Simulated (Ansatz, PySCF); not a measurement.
Gas-phase reaction 3 R1 → P1, each structure at its B3LYP-D3(BJ)/def2-TZVP stationary point, reached from a drawn start (curvature not checked).
R1: OSi (SMILES [O+]#[Si-]), charge 0, multiplicity 1.
P1: O3Si3 (SMILES [o+]1[si-][o+][si-][o+][si-]1), charge 0, multiplicity 1.

P less R. No zero-point or thermal terms.

Correlated levels freeze the cores.

Programs: Ansatz (a quantum-chemistry and plane-wave program) with Gaussian orbitals; PySCF for the D3/D4 terms. No computed number here is a measurement.

```json
[
 {"level": "HF/cc-pV(D+d)Z", "reaction energy (eV)": "-5.450"},
 {"level": "PBE-D4/def2-TZVPP", "reaction energy (eV)": "-4.910"},
 {"level": "revPBE-D3(BJ)/def2-TZVPP", "reaction energy (eV)": "-4.629"},
 {"level": "r2SCAN-D3(BJ)/def2-TZVPP", "reaction energy (eV)": "-5.220"},
 {"level": "B3LYP-D4/def2-TZVPP", "reaction energy (eV)": "-5.166"},
 {"level": "wB97M-V/def2-TZVPP", "reaction energy (eV)": "-5.231"},
 {"level": "B2PLYP-D4/def2-TZVPP", "reaction energy (eV)": "(withheld)"},
 {"level": "SCS-MP2/cc-pV(D+d)Z", "reaction energy (eV)": "(withheld)"},
 {"level": "CCSD(T)/cc-pV(Q+d)Z", "reaction energy (eV)": "(withheld)"}
]
```

**Question.** Some entries are withheld; supply them.

**Answer.** 
- B2PLYP-D4/def2-TZVPP, reaction energy (eV): -4.857
- SCS-MP2/cc-pV(D+d)Z, reaction energy (eV): -4.010
- CCSD(T)/cc-pV(Q+d)Z, reaction energy (eV): -5.051
